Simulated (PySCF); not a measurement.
Working out the ionisation energy of Rh

Rh [Kr] 4d8 5s1 (4F) → Rh⁺ [Kr] 4d8 (3F). Calculation: PySCF 2.14, in aug-cc-pVTZ-DK; the spin-free X2C one-electron Hamiltonian (Gaussian nucleus). Frozen: [Kr]. Energies in hartree (1 hartree = 27.21139 eV):

```json
{"part": "UHF", "Rh (lower)": "-4781.045231", "Rh⁺ (upper)": "-4780.813209"}
{"part": "MP2 opposite-spin", "Rh (lower)": "-0.157261", "Rh⁺ (upper)": "-0.139173"}
{"part": "MP2 same-spin", "Rh (lower)": "-0.097837", "Rh⁺ (upper)": "-0.079522"}
```

**Question.** What does Hartree-Fock give?

**Answer.** (-4780.813209) − (-4781.045231) = 0.232022 hartree = 6.314 eV.

**Question.** What do MP2 and SCS-MP2 (6/5 opposite-spin, 1/3 same-spin) give?

**Answer.** The opposite-spin parts differ by 0.492 eV and the same-spin parts by 0.498 eV. MP2: 6.314 + (0.492) + (0.498) = 7.304 eV. SCS-MP2: 6.314 + 1.2 × (0.492) + (0.498)/3 = 7.070 eV.

Measured between the centres of the two terms (NIST): 7.479 eV, so MP2 (valence) is off by -0.175 eV.

What remains against the reference includes basis incompleteness, the frozen core and correlation beyond second order.
